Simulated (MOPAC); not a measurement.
MOPAC input (PM7):

```
PM7 PRECISE GNORM=0.05 LET XYZ GEO-OK AUX(PRECISION=9) THREADS=1
ClO2Ta

Ta    0.18903900 1    0.01764100 1    0.24473500 1
O     1.53795100 1   -0.80356100 1   -0.47784200 1
O    -0.63822600 1   -1.15055300 1    1.22810000 1
Cl   -1.23515500 1    0.84383100 1   -1.40398300 1
```

Output:

```
 *******************************************************************************
 **                                                                           **
 **                              MOPAC v23.2.5                                **
 **                                                                           **
 *******************************************************************************
 ** MOPAC's Digital Object Identifier: https://doi.org/10.5281/zenodo.6511958 **
 **                                                                           **
 ** Please cite the open-source release paper for use of this MOPAC version:  **
 ** J. E. Moussa and J. J. P. Stewart (2026)                                  **
 ** MOPAC: An open-source semiempirical molecular orbital program             **
 ** J. Open Source Softw., 11(119), 8025, https://doi.org/10.21105/joss.08025 **
 *******************************************************************************

                              PM7 CALCULATION RESULTS

 *******************************************************************************
 *  PM7        - The PM7 Hamiltonian to be used
 *  GEO-OK     - OVERRIDE INTERATOMIC DISTANCE AND OTHER SAFETY CHECKS
 *  LET        - OVERRIDE SOME SAFETY CHECKS
 *  PRECISE    - TIGHTER CRITERIA TO BE USED
 *  XYZ        - CARTESIAN COORDINATE SYSTEM TO BE USED
 *  GNORM      - EXIT WHEN GRADIENT NORM DROPS BELOW 0.050
 *  AUX        - OUTPUT AUXILIARY INFORMATION
 *******************************************************************************
PM7 PRECISE GNORM=0.05 LET XYZ GEO-OK AUX(PRECISION=9) THREADS=1
 ClO2Ta

   ATOM   CHEMICAL          X               Y               Z
  NUMBER   SYMBOL      (ANGSTROMS)     (ANGSTROMS)     (ANGSTROMS)

     1      Ta          0.18903900  *   0.01764100  *   0.24473500  *
     2       O          1.53795100  *  -0.80356100  *  -0.47784200  *
     3       O         -0.63822600  *  -1.15055300  *   1.22810000  *
     4      Cl         -1.23515500  *   0.84383100  *  -1.40398300  *

          CARTESIAN COORDINATES

    NO.       ATOM           X           Y           Z

     1        Ta          0.1890      0.0176      0.2447
     2         O          1.5380     -0.8036     -0.4778
     3         O         -0.6382     -1.1506      1.2281
     4        Cl         -1.2352      0.8438     -1.4040

 General Reference for PM7:
 "Optimization of Parameters for Semiempirical Methods VI: More Modifications to the
 NDDO Approximations and Re-optimization of Parameters", J. J. P. Stewart, J. Mol. Mod., 1:32, 19 (2013)
 https://link.springer.com/article/10.1007/s00894-012-1667-x

           Empirical Formula: O2 Ta Cl  =     4 atoms

      MOLECULAR POINT GROUP   :   Cs

      RHF CALCULATION, NO. OF DOUBLY OCCUPIED LEVELS = 12

          Geometry optimization using EF

 ALL CONVERGERS ARE NOW FORCED ON
 SHIFT=10, PULAY ON, CAMP-KING ON
 AND ITERATION COUNTER RESET

          DIAGONAL MATRIX USED AS START HESSIAN

 CYCLE:     1  GRAD.:   104.491 HEAT: -187.5605

 ALL CONVERGERS ARE NOW FORCED ON
 SHIFT=10, PULAY ON, CAMP-KING ON
 AND ITERATION COUNTER RESET

 CYCLE:     2  GRAD.:   273.256 HEAT: -183.1380

 ALL CONVERGERS ARE NOW FORCED ON
 SHIFT=10, PULAY ON, CAMP-KING ON
 AND ITERATION COUNTER RESET

 CYCLE:     3  GRAD.:    46.967 HEAT: -200.6209

 ALL CONVERGERS ARE NOW FORCED ON
 SHIFT=10, PULAY ON, CAMP-KING ON
 AND ITERATION COUNTER RESET

 CYCLE:     4  GRAD.:    68.718 HEAT: -201.8905
 CYCLE:     5  GRAD.:    43.531 HEAT: -203.7504

 ALL CONVERGERS ARE NOW FORCED ON
 SHIFT=10, PULAY ON, CAMP-KING ON
 AND ITERATION COUNTER RESET

 CYCLE:     6  GRAD.:    31.671 HEAT: -202.8886

 ALL CONVERGERS ARE NOW FORCED ON
 SHIFT=10, PULAY ON, CAMP-KING ON
 AND ITERATION COUNTER RESET

 CYCLE:     7  GRAD.:    12.380 HEAT: -204.2562
 CYCLE:     8  GRAD.:    47.339 HEAT: -203.7691
 CYCLE:     9  GRAD.:     2.751 HEAT: -204.2965

 ALL CONVERGERS ARE NOW FORCED ON
 SHIFT=10, PULAY ON, CAMP-KING ON
 AND ITERATION COUNTER RESET

 CYCLE:    10  GRAD.:     0.361 HEAT: -204.3017

 ALL CONVERGERS ARE NOW FORCED ON
 SHIFT=10, PULAY ON, CAMP-KING ON
 AND ITERATION COUNTER RESET

 CYCLE:    11  GRAD.:     6.181 HEAT: -203.2025

 ALL CONVERGERS ARE NOW FORCED ON
 SHIFT=10, PULAY ON, CAMP-KING ON
 AND ITERATION COUNTER RESET

 CYCLE:    12  GRAD.:     6.293 HEAT: -203.0577

 ALL CONVERGERS ARE NOW FORCED ON
 SHIFT=10, PULAY ON, CAMP-KING ON
 AND ITERATION COUNTER RESET

 CYCLE:    13  GRAD.:     1.377 HEAT: -204.3012
 CYCLE:    14  GRAD.:     1.048 HEAT: -204.3010
 CYCLE:    15  GRAD.:     0.783 HEAT: -204.3014
 CYCLE:    16  GRAD.:     0.639 HEAT: -204.3015

 ALL CONVERGERS ARE NOW FORCED ON
 SHIFT=10, PULAY ON, CAMP-KING ON
 AND ITERATION COUNTER RESET

 CYCLE:    17  GRAD.:     5.881 HEAT: -203.3051

 ALL CONVERGERS ARE NOW FORCED ON
 SHIFT=10, PULAY ON, CAMP-KING ON
 AND ITERATION COUNTER RESET

 CYCLE:    18  GRAD.:     5.079 HEAT: -203.3449

 ALL CONVERGERS ARE NOW FORCED ON
 SHIFT=10, PULAY ON, CAMP-KING ON
 AND ITERATION COUNTER RESET

 CYCLE:    19  GRAD.:     6.909 HEAT: -203.7126

 ALL CONVERGERS ARE NOW FORCED ON
 SHIFT=10, PULAY ON, CAMP-KING ON
 AND ITERATION COUNTER RESET

 CYCLE:    20  GRAD.:     1.646 HEAT: -204.3010
 CYCLE:    21  GRAD.:     1.028 HEAT: -204.3013

 ALL CONVERGERS ARE NOW FORCED ON
 SHIFT=10, PULAY ON, CAMP-KING ON
 AND ITERATION COUNTER RESET

 CYCLE:    22  GRAD.:     7.536 HEAT: -202.9236

 ALL CONVERGERS ARE NOW FORCED ON
 SHIFT=10, PULAY ON, CAMP-KING ON
 AND ITERATION COUNTER RESET

 CYCLE:    23  GRAD.:     5.866 HEAT: -202.9688

 ALL CONVERGERS ARE NOW FORCED ON
 SHIFT=10, PULAY ON, CAMP-KING ON
 AND ITERATION COUNTER RESET

 CYCLE:    24  GRAD.:     8.171 HEAT: -203.5091

 ALL CONVERGERS ARE NOW FORCED ON
 SHIFT=10, PULAY ON, CAMP-KING ON
 AND ITERATION COUNTER RESET

 CYCLE:    25  GRAD.:     2.079 HEAT: -204.3005
 CYCLE:    26  GRAD.:     1.403 HEAT: -204.3010

 ALL CONVERGERS ARE NOW FORCED ON
 SHIFT=10, PULAY ON, CAMP-KING ON
 AND ITERATION COUNTER RESET

 CYCLE:    27  GRAD.:     7.555 HEAT: -203.1928

 ALL CONVERGERS ARE NOW FORCED ON
 SHIFT=10, PULAY ON, CAMP-KING ON
 AND ITERATION COUNTER RESET

 CYCLE:    28  GRAD.:     0.994 HEAT: -204.3013
 CYCLE:    29  GRAD.:     0.744 HEAT: -204.3015

 ALL CONVERGERS ARE NOW FORCED ON
 SHIFT=10, PULAY ON, CAMP-KING ON
 AND ITERATION COUNTER RESET

 CYCLE:    30  GRAD.:     3.826 HEAT: -203.7317

 ALL CONVERGERS ARE NOW FORCED ON
 SHIFT=10, PULAY ON, CAMP-KING ON
 AND ITERATION COUNTER RESET

 CYCLE:    31  GRAD.:     4.532 HEAT: -204.2971
 CYCLE:    32  GRAD.:     2.080 HEAT: -204.3005

 ALL CONVERGERS ARE NOW FORCED ON
 SHIFT=10, PULAY ON, CAMP-KING ON
 AND ITERATION COUNTER RESET

 CYCLE:    33  GRAD.:     0.927 HEAT: -204.3015

 ALL CONVERGERS ARE NOW FORCED ON
 SHIFT=10, PULAY ON, CAMP-KING ON
 AND ITERATION COUNTER RESET

 CYCLE:    34  GRAD.:     0.121 HEAT: -204.3017
 CYCLE:    35  GRAD.:     0.047 HEAT: -204.3017

     GRADIENT =  0.04664 IS LESS THAN CUTOFF =  0.05000

 -------------------------------------------------------------------------------
 PM7 PRECISE GNORM=0.05 LET XYZ GEO-OK AUX(PRECISION=9) THREADS=1
 ClO2Ta

     GEOMETRY OPTIMISED USING EIGENVECTOR FOLLOWING (EF).
     SCF FIELD WAS ACHIEVED

                              PM7 CALCULATION
                                                       MOPAC v23.2.5 Linux

          FINAL HEAT OF FORMATION =       -204.30170 KCAL/MOL =    -854.79832 KJ/MOL

          COSMO AREA              =        112.15 SQUARE ANGSTROMS
          COSMO VOLUME            =        103.03 CUBIC ANGSTROMS

          GRADIENT NORM           =          0.04664          =       0.02332 PER ATOM
          IONIZATION POTENTIAL    =         10.343193 EV
          HOMO LUMO ENERGIES (EV) =        -10.343 -0.051
          NO. OF FILLED LEVELS    =         12
          MOLECULAR WEIGHT        =        248.3997         POINT GROUP:  Cs

          MOLECULAR DIMENSIONS (Angstroms)

            Atom       Atom       Distance
           Cl     4    O     2     3.01687
            O     3   Cl     4     2.35287
            O     2   Ta     1     0.94922

          SCF CALCULATIONS        =         36

   ATOM   CHEMICAL          X               Y               Z
  NUMBER   SYMBOL      (ANGSTROMS)     (ANGSTROMS)     (ANGSTROMS)

     1      Ta          0.27515486  *   0.09234995  *   0.36982434  *
     2       O          1.30227458  *  -0.81542382  *  -0.63614941  *
     3       O         -0.73552481  *  -1.14044991  *   0.96120304  *
     4      Cl         -1.20602076  *   0.67623240  *  -1.40093932  *

                             CARTESIAN COORDINATES

   1   Ta        0.275154858     0.092349947     0.369824342
   2    O        1.302274578    -0.815423818    -0.636149408
   3    O       -0.735524807    -1.140449915     0.961203044
   4   Cl       -1.206020759     0.676232405    -1.400939319

           Empirical Formula: O2 Ta Cl  =     4 atoms

      MOLECULAR POINT GROUP   :   Cs

                  EIGENVALUES
 -28.31978 -26.28726 -24.22021 -15.23822 -14.52060 -13.88576 -13.72967 -11.59153
 -10.52763 -10.43810 -10.38965 -10.34319  -0.05134   0.73270   1.46319   1.55333
   2.83073   3.09357  24.81505  24.95583  25.02624  72.83454  72.83860  74.49155
  74.56983  75.09577

              NET ATOMIC CHARGES AND DIPOLE CONTRIBUTIONS

  ATOM NO.   TYPE          CHARGE      No. of ELECS.   s-Pop       p-Pop       d-Pop
    1         Ta           0.785678        4.2143     0.81109     0.02570     3.37754
    2          O          -0.294728        6.2947     1.79416     4.50057
    3          O          -0.294724        6.2947     1.79415     4.50057
    4         Cl          -0.196226        7.1962     1.96230     5.22897     0.00496
 DIPOLE           X         Y         Z       TOTAL
 POINT-CHG.     1.373     2.480     2.256     3.623
 HYBRID         0.458     0.664     0.719     1.080
 SUM            1.830     3.144     2.975     4.699

          ATOMIC ORBITAL ELECTRON POPULATIONS

     Atom    s        px        py        pz      x^2-y^2     xz        z^2       yz        xy
    1 Ta   0.81109   0.00988   0.00841   0.00741   0.74690   0.63671   0.72679   0.66442   0.60271
    2  O   1.79416   1.44711   1.61364   1.43983
    3  O   1.79415   1.47081   1.59410   1.43565
    4 Cl   1.96230   1.73761   1.81374   1.67762   0.00078   0.00126   0.00086   0.00114   0.00092

 **********************
 *                    *
 * JOB ENDED NORMALLY *
 *                    *
 **********************

 == MOPAC DONE ==
```

The geometry given is a B3LYP-D3(BJ)/def2-TZVP minimum.
